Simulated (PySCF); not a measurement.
Working out the ionisation energy of P⁺

P⁺ [Ne] 3s2 3p2 (3P) → P²⁺ [Ne] 3s2 3p1 (2P). Computed with PySCF 2.14 in x2c-SVPall (4s3p1d, 18 functions), with scalar relativity by spin-free X2C-1e. Frozen: [Ne]. Energies in hartree (1 hartree = 27.21139 eV):

| part | P⁺ (lower) | P²⁺ (upper) |
| --- | --- | --- |
| UHF | -341.038009 | -340.333306 |
| CCSD correlation | -0.069723 | -0.058751 |
| (T) | -0.000946 | -0.000641 |

Q: What does Hartree-Fock give?

A: (-340.333306) − (-341.038009) = 0.704703 hartree = 19.176 eV.

Q: What do CCSD and CCSD(T) give?

A: The CCSD correlation energies differ by 0.010972 hartree = 0.299 eV and the triples by 0.000305 hartree = 0.008 eV, so CCSD gives 19.475 eV and CCSD(T) 19.483 eV.

Reference: 19.769 eV (semi-empirical (NIST evaluation); NIST Atomic Spectra Database, ionization energies), between the lowest levels; spin-orbit coupling is absent from the calculation.

A double-zeta basis recovers only part of the correlation energy.

What remains against the reference includes basis incompleteness, the frozen core and higher excitations.
